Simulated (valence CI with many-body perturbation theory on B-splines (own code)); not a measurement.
**E1 line list for Se28+**

Calculated by valence CI with perturbative core correlation (CI+MBPT): four valence electrons over a frozen Dirac-Fock core [He], a basis of 11 s, 11 p, 9 d, 7 f, 5 g, 2 h, 1 i functions for each j, with the one-electron correlation potential Σ1, the two-electron term Σ2, the three-electron term Σ3, Breit, model QED; selected CI, second order for the rest (own B-spline code, finite nucleus).

The last digits are not significant, and no measured levels were compared; by estimate large intervals hold to a few tenths of a per cent, small ones and those within an open d or f shell to about a per cent. Among the levels kept, up to 280 cm⁻¹ of a level comes from second order outside the variational space, and about a tenth of that is noise between levels of different J, which matters for small intervals.

Lines 201 to 250 of 252 in falling wavelength, among levels below 16165 × 10³ cm⁻¹, chosen from the strongest by gf and those to the six lowest levels. Wavelengths and rates use the calculated energies. Electric multipoles are in the length gauge, E1 and E2 with the static RPA response of the core. Weak lines are less certain than strong ones. Lines between different terms over intervals too small for the method are left out, as are lines whose strength nearly cancels. Where a level lies close to another of its J and parity, the split of strength between their lines is uncertain. The highest levels of a list are the least certain.

Levels are named by their leading jj configuration (3d3/2^4 stands for four electrons in 3d with j = 3/2), which in mixed levels can hold well under half, so a name can repeat and another be missing. Letters in brackets count levels of one name in rising energy.

```csv
λ vac (Å),Upper,Lower,A (s⁻¹),log gf,Branch %
6.602,(2s 2p1/2 2p3/2 3p1/2) J=2 [a],(2s^2 2p1/2 2p3/2) J=1,5.33e+12,-0.76,92.0
6.592,(2s 2p1/2 2p3/2 3p3/2) J=1 [a],(2s^2 2p1/2 2p3/2) J=2,3.73e+11,-2.14,2.7
6.592,(2s 2p1/2 2p3/2 3p1/2) J=3,(2s^2 2p1/2 2p3/2) J=2,4.87e+12,-0.65,75.2
6.586,(2s 2p1/2^2 3p1/2) J=1,(2s^2 2p1/2^2) J=0,2.66e+12,-1.29,44.8
6.582,(2s 2p1/2 2p3/2 3p3/2) J=3 [c],(2s^2 2p3/2^2) J=2,3.25e+11,-1.83,5.4
6.575,(2s 2p1/2 2p3/2 3p3/2) J=2 [c],(2s^2 2p3/2^2) J=2,2.19e+12,-1.15,24.2
6.573,(2s 2p1/2 2p3/2 3p3/2) J=2 [a],(2s^2 2p1/2 2p3/2) J=2,9.54e+11,-1.51,6.2
6.560,(2s 2p1/2 2p3/2 3p3/2) J=1 [a],(2s^2 2p1/2 2p3/2) J=1,1.29e+13,-0.60,95.3
6.556,(2s 2p1/2 2p3/2 3p1/2) J=2 [b],(2s^2 2p1/2 2p3/2) J=2,3.13e+12,-1.00,62.2
6.556,(2s 2p1/2 2p3/2 3p3/2) J=1 [c],(2s^2 2p3/2^2) J=2,1.55e+12,-1.52,24.2
6.548,(2s 2p3/2^2 3p1/2) J=2,(2s^2 2p3/2^2) J=2,3.00e+12,-1.02,39.6
6.540,(2s 2p1/2 2p3/2 3p3/2) J=2 [a],(2s^2 2p1/2 2p3/2) J=1,1.43e+13,-0.34,92.5
6.532,(2s 2p3/2^2 3p1/2) J=3,(2s^2 2p3/2^2) J=2,1.83e+13,-0.09,97.0
6.532,(2s 2p1/2 2p3/2 3p3/2) J=2 [d],(2s^2 2p3/2^2) J=2,1.79e+12,-1.24,43.8
6.531,(2s 2p1/2 2p3/2 3p3/2) J=1 [d],(2s^2 2p3/2^2) J=2,1.69e+12,-1.49,25.7
6.529,(2s 2p1/2 2p3/2 3p3/2) J=2 [b],(2s^2 2p1/2 2p3/2) J=2,1.43e+13,-0.34,87.6
6.524,(2s 2p1/2 2p3/2 3p1/2) J=2 [b],(2s^2 2p1/2 2p3/2) J=1,1.71e+12,-1.26,34.0
6.522,(2s 2p1/2 2p3/2 3p3/2) J=0 [a],(2s^2 2p1/2 2p3/2) J=1,1.88e+13,-0.92,98.9
6.521,(2s 2p1/2 2p3/2 3p3/2) J=1 [b],(2s^2 2p1/2 2p3/2) J=2,1.72e+13,-0.48,84.0
6.519,(2s 2p3/2^2 3p3/2) J=3,(2s^2 2p3/2^2) J=2,2.77e+12,-0.91,69.0
6.517,(2s 2p1/2^2 3p3/2) J=1,(2s^2 2p1/2^2) J=0,1.76e+13,-0.47,75.1
6.517,(2s 2p1/2 2p3/2 3p3/2) J=3 [b],(2s^2 2p1/2 2p3/2) J=2,1.43e+13,-0.20,93.1
6.515,(2s^2 2p3/2 3d3/2) J=1,(2s^2 2p1/2^2) J=0,1.00e+12,-1.72,1.8
6.497,(2s 2p1/2 2p3/2 3p3/2) J=2 [b],(2s^2 2p1/2 2p3/2) J=1,1.06e+12,-1.48,6.5
6.497,(2s 2p3/2^2 3p3/2) J=1,(2s^2 2p3/2^2) J=2,1.53e+13,-0.54,81.2
6.492,(2s 2p1/2 2p3/2 3p1/2) J=1 [a],(2s^2 2p1/2^2) J=0,1.54e+12,-1.53,24.6
6.489,(2s 2p1/2 2p3/2 3p3/2) J=1 [b],(2s^2 2p1/2 2p3/2) J=1,7.11e+11,-1.87,3.5
6.483,(2s 2p1/2 2p3/2 3p1/2) J=2 [c],(2s^2 2p1/2 2p3/2) J=2,4.23e+12,-0.88,61.3
6.475,(2s^2 2p3/2 3d5/2) J=1,(2s^2 2p1/2^2) J=0,1.02e+12,-1.72,1.5
6.467,(2s 2p1/2 2p3/2 3p1/2) J=1 [b],(2s^2 2p1/2 2p3/2) J=2,7.05e+12,-0.88,54.0
6.452,(2s 2p1/2 2p3/2 3p1/2) J=2 [c],(2s^2 2p1/2 2p3/2) J=1,7.11e+11,-1.65,10.3
6.436,(2s 2p1/2 2p3/2 3p1/2) J=1 [b],(2s^2 2p1/2 2p3/2) J=1,3.34e+12,-1.21,25.6
6.432,(2s 2p1/2 2p3/2 3p3/2) J=3 [c],(2s^2 2p1/2 2p3/2) J=2,5.57e+12,-0.62,93.3
6.425,(2s 2p1/2 2p3/2 3p3/2) J=2 [c],(2s^2 2p1/2 2p3/2) J=2,6.09e+12,-0.72,67.3
6.420,(2s 2p1/2 2p3/2 3p1/2) J=0,(2s^2 2p1/2 2p3/2) J=1,9.76e+12,-1.22,98.0
6.417,(2s 2p1/2 2p3/2 3p1/2) J=1 [c],(2s^2 2p1/2 2p3/2) J=2,1.35e+12,-1.60,29.0
6.399,(2s 2p3/2^2 3p1/2) J=2,(2s^2 2p1/2 2p3/2) J=2,5.92e+11,-1.74,7.8
6.394,(2s 2p1/2 2p3/2 3p3/2) J=2 [c],(2s^2 2p1/2 2p3/2) J=1,6.20e+11,-1.72,6.8
6.386,(2s 2p1/2 2p3/2 3p1/2) J=1 [c],(2s^2 2p1/2 2p3/2) J=1,2.60e+12,-1.32,55.7
6.384,(2s 2p3/2^2 3p1/2) J=3,(2s^2 2p1/2 2p3/2) J=2,4.75e+11,-1.69,2.5
6.383,(2s 2p1/2 2p3/2 3p3/2) J=2 [d],(2s^2 2p1/2 2p3/2) J=2,1.06e+12,-1.49,25.9
6.383,(2s 2p1/2 2p3/2 3p3/2) J=1 [d],(2s^2 2p1/2 2p3/2) J=2,3.57e+11,-2.18,5.4
6.376,(2s 2p1/2 2p3/2 3p3/2) J=1 [c],(2s^2 2p1/2 2p3/2) J=1,3.87e+12,-1.15,60.4
6.371,(2s 2p3/2^2 3p3/2) J=3,(2s^2 2p1/2 2p3/2) J=2,1.15e+12,-1.31,28.7
6.368,(2s 2p3/2^2 3p1/2) J=2,(2s^2 2p1/2 2p3/2) J=1,3.91e+12,-0.92,51.7
6.365,(2s 2p1/2 2p3/2 3p3/2) J=1 [b],(2s^2 2p1/2^2) J=0,8.81e+11,-1.79,4.3
6.353,(2s 2p1/2 2p3/2 3p3/2) J=2 [d],(2s^2 2p1/2 2p3/2) J=1,1.12e+12,-1.47,27.5
6.353,(2s 2p1/2 2p3/2 3p3/2) J=1 [d],(2s^2 2p1/2 2p3/2) J=1,1.37e+12,-1.60,20.9
6.350,(2s 2p3/2^2 3p3/2) J=1,(2s^2 2p1/2 2p3/2) J=2,2.15e+12,-1.41,11.4
6.320,(2s 2p3/2^2 3p3/2) J=1,(2s^2 2p1/2 2p3/2) J=1,6.31e+11,-1.95,3.4
```
